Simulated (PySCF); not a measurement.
H6Si3, SMILES [SiH2]1[SiH2][SiH2]1.

Coordinates come from a PBE0-D3(BJ)/def2-SVP optimisation.

Two levels are set side by side: TDA-PBE/def2-SVPD (PySCF) and TDA-PBE0/def2-SVPD (PySCF). Vertical, same geometry. The lowest singlet is HOMO−1→LUMO 99 % with PBE and HOMO−1→LUMO 99 % with the other functional; states are paired by order. Differences are taken from unrounded values.

```
quantity                               TDA-PBE0  TDA-PBE  TDA-PBE minus TDA-PBE0
-------------------------------------  --------  -------  ----------------------
lowest singlet excitation (eV)             4.49     4.31                   -0.18
lowest triplet excitation (TDA) (eV)       3.91     3.79                   -0.12
first bright state (f over 0.05) (eV)      6.47     6.10                   -0.37
its oscillator strength                    0.25     0.18                   -0.07
```

Functionals without exact exchange tend to place singlet excitations lower, as here. Differences between two approximate levels are no errors against the true value.

Rough cost on one machine, each run with all the roots and properties that it gave: TDA-PBE0 against TDA-PBE within a factor of 2.
